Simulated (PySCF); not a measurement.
Compound: C5H7GeNO.
SMILES with atom numbers: `[GeH3:1][O:2][c:3]1[cH:4][cH:5][cH:6][cH:7][n:8]1` (hydrogens: H9, H10, H11 on Ge1; H12 on C4; H13 on C5; H14 on C6; H15 on C7)

Cartesian coordinates in Å at the PBE0-D3(BJ)/def2-SVP level; atoms count from 1:
```xyz
15
C5H7GeNO angstrom
Ge     2.843   -0.062    0.527
O      1.485   -1.144   -0.057
C      0.265   -0.625   -0.005
C     -0.843   -1.383   -0.425
C     -2.093   -0.792   -0.350
C     -2.216    0.517    0.131
C     -1.056    1.176    0.519
N      0.153    0.617    0.452
H      2.955    1.176   -0.369
H      4.034   -1.011    0.313
H      2.655    0.266    2.012
H     -0.692   -2.399   -0.792
H     -2.979   -1.349   -0.667
H     -3.186    1.010    0.202
H     -1.095    2.201    0.903
```

Mayer bond orders were computed from the PBE0/pcSseg-1 density (PySCF). The structure is a single PBE0-D3(BJ)/def2-SVP conformer in the gas phase; no vibrational or solvent corrections. The calculation is non-relativistic, for germanium too.

Task: Rank these bonds by Mayer order, highest first.
A. C6–C7
B. N8–C3
C. Ge1–O2
D. O2–C3

Result: A (1.44), B (1.36), D (1.03), C (0.71).

Task: Set the orders of all bonds between heavy atoms beside their lengths and the difference of the Hirshfeld charges at their ends.

Result: 
| bond | Mayer order | length (Å) | q(first) − q(second) (e) |
| --- | --- | --- | --- |
| C4–C5 | 1.480 | 1.385 | -0.041 |
| C7–N8 | 1.452 | 1.333 | +0.182 |
| C6–C7 | 1.437 | 1.389 | -0.090 |
| C5–C6 | 1.374 | 1.400 | +0.042 |
| N8–C3 | 1.360 | 1.328 | -0.291 |
| C3–C4 | 1.309 | 1.406 | +0.198 |
| O2–C3 | 1.030 | 1.327 | -0.341 |
| Ge1–O2 | 0.707 | 1.832 | +0.593 |

Mayer orders depend on the basis set.
